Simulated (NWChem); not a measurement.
System: YCl$_{2}$ cation; SMILES [Cl][Y+][Cl]

Parts of the log:

```
             Northwest Computational Chemistry Package (NWChem) 7.3.0
             --------------------------------------------------------

 C2V symmetry detected

                             Geometry "geometry" -> ""
                             -------------------------

 Output coordinates in angstroms (scale by  1.889725989 to convert to a.u.)

  No.       Tag          Charge          X              Y              Z
 ---- ---------------- ---------- -------------- -------------- --------------
    1 Y                   39.0000     0.00000000     0.00000000     0.62909315
    2 Cl                  17.0000     1.92663500     0.00000000    -0.72160685
    3 Cl                  17.0000    -1.92663500     0.00000000    -0.72160685

 Effective nuclear repulsion energy (a.u.)     337.9073035834

      Symmetry information
      --------------------

 Group name             C2v
 Group number             16
 Group order               4
 No. of unique centers     2

                                 NWChem DFT Module
                                 -----------------

 Summary of "ao basis" -> "ao basis" (spherical)
 ------------------------------------------------------------------------------
       Tag                 Description            Shells   Functions and Types
 ---------------- ------------------------------  ------  ---------------------
 Y                          def2-svp                11       31   5s3p2d1f
 Cl                         def2-svp                 8       18   4s3p1d

      Symmetry analysis of basis
      --------------------------

        a1         27
        a2          8
        b1         20
        b2         12

            General Information
            -------------------
          SCF calculation type: DFT
          Wavefunction type:  closed shell.
          No. of atoms     :     3
          No. of electrons :    44
           Alpha electrons :    22
            Beta electrons :    22
          Charge           :     1
          Spin multiplicity:     1
          Use of symmetry is: on ; symmetry adaption is: on
          Maximum number of iterations: 150
          AO basis - number of functions:    67
                     number of shells:    27
          Convergence on energy requested:  1.00D-06
          Convergence on density requested:  1.00D-05
          Convergence on gradient requested:  5.00D-04

              XC Information
              --------------
                       M05-2X Method XC Functional
                     Hartree-Fock (Exact) Exchange  0.560
                M05-2X metaGGA Exchange Functional  0.440
                      M05-2X Correlation Potential  1.000

             Grid Information
             ----------------
          Grid used for XC integration:  medium
          Radial quadrature: Mura-Knowles
          Angular quadrature: Lebedev.
          Tag              B.-S. Rad. Rad. Pts. Rad. Cut. Ang. Pts.
          ---              ---------- --------- --------- ---------
          Y                   1.80      123          10.0       590
          Cl                  1.00       88          10.0       590
          Grid pruning is: on
          Number of quadrature shells:   211
          Spatial weights used:  Erf1

      Superposition of Atomic Density Guess
      -------------------------------------

 Sum of atomic energies:        -962.30451386

 Renormalizing density from      45.00 to     44

      Non-variational initial energy
      ------------------------------

 Total energy =    -943.448184
 1-e energy   =   -1543.494990
 2-e energy   =     476.244990
 HOMO         =      -0.782939
 LUMO         =      -0.314277

      Symmetry analysis of molecular orbitals - initial
      -------------------------------------------------

  Numbering of irreducible representations:

     1 a1          2 a2          3 b1          4 b2

  Orbital symmetries:

     1 a1          2 b1          3 a1          4 b1          5 a1
     6 b1          7 a1          8 b1          9 b2         10 a2
    11 a1         12 b1         13 a1         14 b2         15 a1
    16 b1         17 a1         18 a1         19 b1         20 a2
    21 b2         22 b1         23 a1         24 b2         25 a1
    26 a2         27 b1         28 a1         29 b2         30 a1
    31 b1         32 a1

     ---------------------------------------------
      Total Density - Mulliken Population Analysis
     ---------------------------------------------

    Atom       Charge   Shell Charges
 -----------   ------   -------------------------------------------------------
    1 Y   11     8.72  -0.65  1.62  1.03  0.18  0.00  5.64  0.45  0.03  0.29  0.05  0.07
    2 Cl  17    17.64   2.00  2.00  1.38  0.56  5.97  2.62  3.10  0.01
    3 Cl  17    17.64   2.00  2.00  1.38  0.56  5.97  2.62  3.10  0.01

   convergence    iter        energy       DeltaE   RMS-Dens  Diis-err
 ---------------- ----- ----------------- --------- --------- ---------
 d= 0,ls=0.0,diis     1   -957.9568513704 -1.08D+03  4.59D-02  2.24D+00
 d= 0,ls=0.0,diis     2   -957.3750449405  5.82D-01  3.10D-02  6.23D+00
 d= 0,ls=0.0,diis     3   -958.2453298061 -8.70D-01  4.90D-03  5.41D-02
 d= 0,ls=0.0,diis     4   -958.2550199818 -9.69D-03  7.38D-04  3.22D-03
 d= 0,ls=0.0,diis     5   -958.2554844439 -4.64D-04  1.71D-04  1.37D-04
  Resetting Diis
 d= 0,ls=0.0,diis     6   -958.2555080981 -2.37D-05  5.81D-05  3.19D-06
 d= 0,ls=0.0,diis     7   -958.2555097640 -1.67D-06  1.74D-05  4.66D-07
 d= 0,ls=0.0,diis     8   -958.2555099343 -1.70D-07  6.11D-06  1.07D-07

         Total DFT energy =     -958.255509934280
      One electron energy =    -1572.533424387619
           Coulomb energy =      551.803305175194
    Exchange-Corr. energy =      -61.327206810873
 Nuclear repulsion energy =      123.801816089017

 Numeric. integr. density =       44.000000341830

                  Occupations of the irreducible representations
                  ----------------------------------------------

                     irrep           alpha         beta
                     --------     --------     --------
                     a1                9.0          9.0
                     a2                2.0          2.0
                     b1                8.0          8.0
                     b2                3.0          3.0

                       DFT Final Molecular Orbital Analysis
                       ------------------------------------

 Vector   20  Occ=2.000000D+00  E=-5.747984D-01  Symmetry=a2
              MO Center= -6.7D-13, -2.2D-16, -5.7D-01, r^2= 4.6D+00
   Bfn.  Coefficient  Atom+Function         Bfn.  Coefficient  Atom+Function
  ----- ------------  ---------------      ----- ------------  ---------------
    43      0.407827  2 Cl py                61     -0.407827  3 Cl py
    40      0.318670  2 Cl py                58     -0.318670  3 Cl py
    15      0.214383  1 Y  d -2              37      0.183466  2 Cl py
    55     -0.183466  3 Cl py                20      0.069838  1 Y  d -2
    26     -0.038254  1 Y  f -2

 Vector   21  Occ=2.000000D+00  E=-5.706918D-01  Symmetry=b2
              MO Center=  6.8D-13,  8.6D-17, -6.4D-01, r^2= 4.6D+00
   Bfn.  Coefficient  Atom+Function         Bfn.  Coefficient  Atom+Function
  ----- ------------  ---------------      ----- ------------  ---------------
    43      0.419301  2 Cl py                61      0.419301  3 Cl py
    40      0.321884  2 Cl py                58      0.321884  3 Cl py
    37      0.185667  2 Cl py                55      0.185667  3 Cl py
    16     -0.154083  1 Y  d -1               7     -0.127136  1 Y  py
    10      0.081426  1 Y  py                13      0.064172  1 Y  py

 Vector   22  Occ=2.000000D+00  E=-5.565463D-01  Symmetry=b1
              MO Center=  1.2D-13, -1.6D-17, -6.5D-01, r^2= 4.8D+00
   Bfn.  Coefficient  Atom+Function         Bfn.  Coefficient  Atom+Function
  ----- ------------  ---------------      ----- ------------  ---------------
    44      0.406185  2 Cl pz                62     -0.406185  3 Cl pz
    41      0.305737  2 Cl pz                59     -0.305737  3 Cl pz
    42      0.180428  2 Cl px                60      0.180428  3 Cl px
    38      0.176206  2 Cl pz                56     -0.176206  3 Cl pz
    39      0.139775  2 Cl px                57      0.139775  3 Cl px

 Vector   23  Occ=0.000000D+00  E=-2.659047D-01  Symmetry=a1
              MO Center= -5.3D-15, -1.4D-14,  9.5D-01, r^2= 3.7D+00
   Bfn.  Coefficient  Atom+Function         Bfn.  Coefficient  Atom+Function
  ----- ------------  ---------------      ----- ------------  ---------------
     4      0.800261  1 Y  s                 19     -0.527460  1 Y  d  2
     2     -0.339540  1 Y  s                  3     -0.317605  1 Y  s
     1      0.199951  1 Y  s                  5      0.194560  1 Y  s
     8     -0.122160  1 Y  pz                14      0.109875  1 Y  pz
    24     -0.100903  1 Y  d  2              11      0.093271  1 Y  pz

 Vector   24  Occ=0.000000D+00  E=-2.371873D-01  Symmetry=b2
              MO Center= -1.1D-14,  4.3D-14,  8.4D-01, r^2= 2.7D+00
   Bfn.  Coefficient  Atom+Function         Bfn.  Coefficient  Atom+Function
  ----- ------------  ---------------      ----- ------------  ---------------
    16      0.858529  1 Y  d -1              21      0.216355  1 Y  d -1
    13      0.171636  1 Y  py                43      0.136408  2 Cl py
    61      0.136408  3 Cl py                 7     -0.123033  1 Y  py
    10      0.093326  1 Y  py                40      0.071666  2 Cl py
    58      0.071666  3 Cl py                37      0.041746  2 Cl py

[...]
```

Level: M05-2X/def2-SVP with def2 effective core potentials on Y. Geometry: optimised at PBE-D3(BJ)/def2-SVP. This spin state was assumed; another may lie lower. def2 effective core potentials on Y; no spin-orbit coupling.

Problem. Which NWChem input produces such a log?

Solution. Several could match; the one computed here: the input that was run:
```
start job
memory heap 200 mb stack 700 mb global 900 mb
charge 1
geometry units angstroms noautoz
  Y      0.000000     0.000000     0.552844
  Cl     1.926635     0.000000    -0.797856
  Cl    -1.926635     0.000000    -0.797856
end
basis spherical
  * library def2-svp
end
ecp
  Y library def2-ecp
end
dft
  xc m05-2x
  iterations 150
  mulliken
end
task dft energy
```
